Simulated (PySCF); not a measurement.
A structure optimised at B3LYP-D3(BJ)/def2-TZVP, used in a PySCF frequency run:

```xyz
4

Zn    -0.0008     0.8649     0.0000
F      0.0034     2.6258     0.0000
Se    -0.0423    -1.4152     0.0000
H      1.4307    -1.4632     0.0000
```

### Question
Write its SMILES, formula and point group.

### Answer
[F][Zn][SeH], FHSeZn, Cs

### Question
What are its rotational constants (standard atomic weights)?

### Answer
233.74, 1.4865, 1.4771 GHz
